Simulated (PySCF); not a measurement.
**Ionisation energy of N²⁺ by level of theory**

N²⁺ [He] 2s2 2p1 (2P) → N³⁺ [He] 2s2 (1S), as a difference of total energies. Calculation: PySCF 2.14, in jorge-DZP-DKH (4s2p1d, 15 functions); the spin-free X2C one-electron Hamiltonian (Gaussian nucleus). Correlated levels: valence: 1s2 frozen. The calculations carry no spin-orbit coupling.

| method | ionisation energy (eV) |
| --- | --- |
| UHF | 47.193 |
| BP86 | 47.921 |
| MP2 (valence) | 47.204 |
| SCS-MP2 (valence) | 47.151 |
| CCSD (valence) | 46.964 |

**Question.** Estimate what CCSD(T) (valence) gives.

**Answer.** 46.978 eV, closest to CCSD (valence) among the rows shown.

**Question.** Estimate what M06-2X gives.

**Answer.** 47.463 eV, closest to MP2 (valence) among the rows shown.

Errors of the correlated levels include the incompleteness of this basis and the frozen core.

The coupled-cluster amplitudes are large for N³⁺ (T1 above 0.03 or a double amplitude above 0.15), so a single reference is strained.

For comparison: 47.445 eV (semi-empirical (NIST evaluation); NIST Atomic Spectra Database, ionization energies).
